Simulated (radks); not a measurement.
Results of a calculation; reference values are marked as such.
Coulomb parameter of the 4d shell of neutral technetium in the model configuration [Kr] 4d6 5s1, as a second difference U = [E(n + 0.5) + E(n - 0.5) - 2 E(n)] / (0.5)^2 with all orbitals relaxed. "Bare": the charge of the atom changes with n. "Screened": the 5s shell takes up the change at fixed total charge, which measures U(4d,4d) + U(5s,5s) - 2 U(4d,5s). Level of theory: scalar-relativistic Kohn-Sham, r2SCAN, spin-unpolarised, spherical densities, finite nucleus; meta-GGA in the generalised Kohn-Sham scheme; Fermi nuclear charge, rms radius 4.4112 fm (a radial shooting solver on a logarithmic mesh with Libxc functionals). Estimate both.

Answer. U(bare) = 8.397 eV, U(screened by 5s) = 0.962 eV, against the Slater integral F0(4d,4d) = 13.744 eV with frozen orbitals. The step up makes a negative ion, whose loosely bound charge lowers the bare value.
